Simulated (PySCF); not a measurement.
## `C[C@H]1CO[Si@H](Cl)O1`, C$_{3}$H$_{7}$ClO$_{2}$Si

Molfile (atoms numbered from 1):
```
C3H7ClO2Si
     RDKit          3D

 14 14  0  0  0  0  0  0  0  0999 V2000
   -1.6992    0.0849    0.4702 C   0  0  0  0  0  0  0  0  0  0  0  0
   -0.4870   -0.6020   -0.1419 C   0  0  1  0  0  0  0  0  0  0  0  0
    0.2937    0.3489   -1.0835 C   0  0  0  0  0  0  0  0  0  0  0  0
    1.4216    0.8214   -0.3980 O   0  0  0  0  0  0  0  0  0  0  0  0
    1.6539    0.0405    1.0205 Si  0  0  2  0  0  4  0  0  0  0  0  0
    3.3803   -0.9357    1.1289 Cl  0  0  0  0  0  0  0  0  0  0  0  0
    0.4048   -0.9996    0.8717 O   0  0  0  0  0  0  0  0  0  0  0  0
   -1.3905    1.0105    0.9505 H   0  0  0  0  0  0  0  0  0  0  0  0
   -2.1471   -0.5633    1.2189 H   0  0  0  0  0  0  0  0  0  0  0  0
   -2.4360    0.3030   -0.2981 H   0  0  0  0  0  0  0  0  0  0  0  0
   -0.7960   -1.5079   -0.6738 H   0  0  0  0  0  0  0  0  0  0  0  0
    0.6298   -0.1754   -1.9828 H   0  0  0  0  0  0  0  0  0  0  0  0
   -0.3217    1.2030   -1.3746 H   0  0  0  0  0  0  0  0  0  0  0  0
    1.4928    0.9712    2.1204 H   0  0  0  0  0  0  0  0  0  0  0  0
  1  2  1  0
  2  3  1  0
  3  4  1  0
  4  5  1  0
  5  6  1  0
  5  7  1  0
  7  2  1  0
  1  8  1  0
  1  9  1  0
  1 10  1  0
  2 11  1  6
  3 12  1  0
  3 13  1  0
  5 14  1  1
M  END
```

The calculation used PySCF, TDDFT PBE0/def2-SVPD circular dichroism and optical rotation, one conformer, gas phase. Geometry: GFN2-xTB.

States above about 8.2 eV (minus the energy of the highest occupied orbital) lie near or above the ionisation threshold and depend on the basis. Singlets 7 and 8 lie within 0.01 eV of each other, so their separate moments and overlaps can depend on how they mix.

Question: Draw the ECD and absorption spectra from the lowest 12 states, each a Gaussian of half-width 0.25 eV at 1/e height.

Answer: 
| E (eV) | λ (nm) | Δε (L mol⁻¹ cm⁻¹) | ε (L mol⁻¹ cm⁻¹) |
| --- | --- | --- | --- |
| 7.06 | 176 | -0.07 | 26.3 |
| 7.21 | 172 | -0.60 | 213 |
| 7.36 | 169 | -2.59 | 853 |
| 7.51 | 165 | -6.55 | 1730 |
| 7.66 | 162 | -10.64 | 1890 |
| 7.81 | 159 | -11.80 | 1570 |
| 7.96 | 156 | -9.29 | 2220 |
| 8.11 | 153 | +1.42 | 4140 |
| 8.26 | 150 | +24.64 | 6350 |
| 8.41 | 147 | +38.32 | 7110 |
| 8.56 | 145 | +23.67 | 5790 |

Δε uses R in velocity form, ε uses f in length form. Only the states computed contribute, so the short-wavelength end is incomplete.
